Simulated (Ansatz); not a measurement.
`[NH3+][In-]([F])([F])[F]`, charge 0, multiplicity 1.

Problem. Give a relaxed structure at PBE0-D4/def2-TZVP (Ansatz 0.2.0). (Estimate.)

Solution. The calculation gave: 
Z-matrix (Å, degrees):
```
N
In 1 2.264
H 1 1.015 2 110.4
H 1 1.015 2 110.4 3 120.0
H 1 1.015 2 110.4 3 -120.0
F 2 1.946 1 97.7 3 -0.1
F 2 1.946 1 97.7 3 119.9
F 2 1.946 1 97.7 3 -120.1
```
Point group C3v.
